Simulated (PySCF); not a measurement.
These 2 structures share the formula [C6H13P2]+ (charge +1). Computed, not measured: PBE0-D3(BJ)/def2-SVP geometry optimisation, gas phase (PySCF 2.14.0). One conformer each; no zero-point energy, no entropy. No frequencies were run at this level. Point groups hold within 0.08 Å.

Problem. Rank from lowest to highest electronic energy at this level (kcal/mol).
A. `[CH:1]#[C:2][P+:3]([CH3:4])([CH3:5])[CH2:6][CH2:7][PH2:8]` (charge +1) with C2–P3–C6–C7 -41°, P3–C6–C7–P8 -64°, C6–C7–P8–H -169° and 96°
B. `[CH3:1][C:2]1=[CH:3][CH2:4][P@+:5]([CH3:6])([PH2:7])[CH2:8]1` (charge +1) with C4–P5–P7–H -42° and 53°, C2–C3–C4–P5 -15°, C3–C4–P5–C6 -93°, C4–P5–C8–C2 -20°, C1–C2–C8–P5 -166°

Solution. B (0.0), A (48.9).

```csv
SMILES,E (Eh),E rel (kcal/mol),dipole about centre of mass (D),point group,"A, B, C (MHz)"
CC1=CC[P@+](C)(P)C1,-918.03686,0.0,1.48,C1,"2549, 860.6, 834.0"
C#C[P+](C)(C)CCP,-917.95901,48.9,3.97,C1,"1846, 938.9, 835.8"
```

Problem. How do the relative energies change in single points at PBE0/pcSseg-1 (no added dispersion term) on the same geometries?

Solution. 
| SMILES | PBE0-D3(BJ)/def2-SVP (kcal/mol) | PBE0/pcSseg-1 (kcal/mol) | shift |
| --- | --- | --- | --- |
| CC1=CC[P@+](C)(P)C1 | 0.0 | 0.0 | 0.0 |
| C#C[P+](C)(C)CCP | 48.9 | 46.3 | -2.6 |

Each column counts from its own lowest isomer. The order is unchanged; the largest shift is 2.6 kcal/mol.
